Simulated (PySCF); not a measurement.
CH6FNOSi2, SMILES [SiH2]1N[Si@H](F)OC1. The structure is a stationary point at PBE0-D3(BJ)/def2-SVP. The structure was generated by enumeration; whether it is a known compound was not checked. Other conformers were not sampled.

Computed with PBE0-D3(BJ)/def2-SVP in PySCF.

Harmonic wavenumbers (cm⁻¹): 86, 95, 238, 342, 389, 434, 478, 516, 664, 689, 709, 759, 796, 839, 866, 887, 939, 945, 1003, 1117, 1132, 1238, 1291, 1464, 2213, 2223, 2329, 3054, 3115, 3672. Rotational constants (GHz): 4.248, 1.878, 1.512; symmetry number 1.

Work out the zero-point energy and the ideal-gas rigid-rotor harmonic-oscillator thermochemistry at 298.15 K and 1 atm.

ZPE = ½ Σ hcν = ½ × 34523 cm⁻¹ = 206.49 kJ/mol. H − E(el) = 227.82 kJ/mol. Entropy in J/(mol K): translation 168.79, rotation 115.81, vibration 66.68, total 351.27. G − E(el) = 123.09 kJ/mol. Cp = 119.03 J/(mol K). Modes under 150 cm⁻¹ make the vibrational entropy uncertain.
